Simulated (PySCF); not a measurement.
# What an electron can do to BBr

PBE in PySCF with def2-TZVPPD on every atom, for the lowest determinant that a PBE0 search found; no spin–orbit coupling.

```csv
species,state (unpaired electrons),Re (Å),ωe (cm⁻¹),energy of the minimum from the neutral (eV),De (eV),dissociates to
BBr,singlet (closed shell),1.909,660,0.00,4.80,B + Br
BBr⁺,doublet (σ ↑),1.761,924,9.42,4.04,B⁺ + Br
BBr⁻,doublet (π ↑),2.115,396,-0.30,1.59,B + Br⁻
```

Problem. Work out the lowest energy to break BBr into atoms, from its vibrational ground state.

Solution. D0 = De − ωe/2 = 4.80 − 0.04 = 4.76 eV (PBE/def2-TZVPPD).

Problem. Work out the ionisation energy of the B atom at this level and the threshold of dissociative ionisation.

Solution. IE(B) = 9.42 + 4.04 − 4.80 = 8.66 eV, so B⁺ + Br + e⁻ appears at D0 + IE(B) = 13.42 eV (PBE/def2-TZVPPD). The measured IE(B) is 8.298 eV (NIST ASD).

Problem. Work out the electron affinity of the Br atom and the threshold of dissociative attachment.

Solution. EA(Br) = 4.80 − 1.59 − (-0.30) = 3.51 eV, so B + Br⁻ needs D0 − EA(Br) = 1.25 eV (PBE/def2-TZVPPD). The measured EA(Br) is 3.364 eV.

Problem. At which energy does ion-pair formation open?

Solution. B⁺ + Br⁻ lies at D0 + IE(B) − EA(Br) = 9.91 eV (PBE/def2-TZVPPD).

These are thermodynamic thresholds; the onsets seen under electron impact lie higher where the geometry changes, and cross-sections peak well above them.

For an ion De counts to the pair picked by the measured ionisation energies or electron affinities, which need not be the lowest pair at this level. The highest Kohn–Sham level is positive in this anion. Much of that is self-interaction error, but it also means that the finite basis helps to hold the extra electron. States were picked by a PBE0 search and need not be the measured ground states.
